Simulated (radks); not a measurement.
Results of a calculation; reference values are marked as such.
Valence configurations of Hg. Level of theory: scalar-relativistic Kohn-Sham, PBE, spin-polarised, spherical densities, finite nucleus; open shells are filled with parallel spins first (spin-orbit coupling, left out, can overturn this in heavy ions); Fermi nuclear charge, rms radius 5.4648 fm (a radial shooting solver on a logarithmic mesh with Libxc functionals). Energies are relative to [Hg]; eigenvalues in eV for spin up.

valence                     E (eV)  moment (Bohr magnetons)    e(4f)    e(5d)   e(6p)    e(6s)
[Hg]                         0.000                        0  -95.902   -9.866       -   -6.811
[Xe] 4f14 5d9 6s2 6p1       10.014                        2  -101.55  -14.601  -2.653   -9.567
[Xe] 4f14 5d8 6s2 6p2       22.309                        4  -106.97  -18.954  -3.948  -11.859
[Xe] 4f13.5 5d10 6s2 6p0.5  49.352                        1  -105.05  -12.803  -1.902   -8.257
[Xe] 4f14 5d10 6s1.5 6p0.5   2.801                        1  -97.041  -11.063  -1.838   -7.906
[Xe] 4f14 5d10 6s1 6p1       5.460                        2  -97.960  -12.041  -2.432   -8.800
[Xe] 4f13.5 5d9 6s2 6p1.5   61.364                        3  -110.64  -17.391  -3.312  -10.765
[Xe] 4f13 5d8 6s2 6p3       133.06                        6  -125.52  -24.615  -5.130  -14.051
[Xe] 4f12 5d10 6s2 6p2      221.09                        4  -133.21  -21.491  -3.937  -11.973
[Xe] 4f14 5d8 6s1 6p3       28.173                        6  -108.35  -20.378  -4.810  -13.116

NIST lists [Hg] as the ground configuration; this level of theory agrees among the configurations tried. The energies are those of spherical high-spin densities, not of single terms.
